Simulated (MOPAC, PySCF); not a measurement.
H₄Sn, SMILES `[SnH4]`, neutral singlet in the gas phase. 

Cartesian coordinates (Å):
SMILES: [SnH4]
```xyz
5

Sn    -0.0001     0.0000     0.0001
H      1.2623    -1.1508    -0.0342
H      0.6421     1.5582    -0.2806
H     -1.1433    -0.3719    -1.2140
H     -0.7616    -0.0354     1.5292
```
Charge 0, spin multiplicity 1.

All levels are single points at this geometry (B3LYP-D3(BJ)/def2-TZVP); Pople sets use spherical d functions. Orbital energies aren't observables, and empty levels follow the basis.

HF/6-31G* (LANL2DZ on Sn) in PySCF gives gap (eV) = 16.02.

### Question
Estimate the gap (eV) from each of these levels: B3LYP-D3(BJ)/def2-TZVP in PySCF; B3LYP/6-31G* (LANL2DZ on Sn) in PySCF; BP86/6-31G* (LANL2DZ on Sn) in PySCF; SVWN5/6-31G* (LANL2DZ on Sn) in PySCF; PM3 in MOPAC.

### Answer

```json
[
 {"level": "B3LYP-D3(BJ)/def2-TZVP in PySCF", "gap (eV)": "9.23"},
 {"level": "B3LYP/6-31G* (LANL2DZ on Sn) in PySCF", "gap (eV)": "10.07"},
 {"level": "BP86/6-31G* (LANL2DZ on Sn) in PySCF", "gap (eV)": "8.58"},
 {"level": "SVWN5/6-31G* (LANL2DZ on Sn) in PySCF", "gap (eV)": "8.37"},
 {"level": "PM3 in MOPAC", "gap (eV)": "12.54"}
]
```
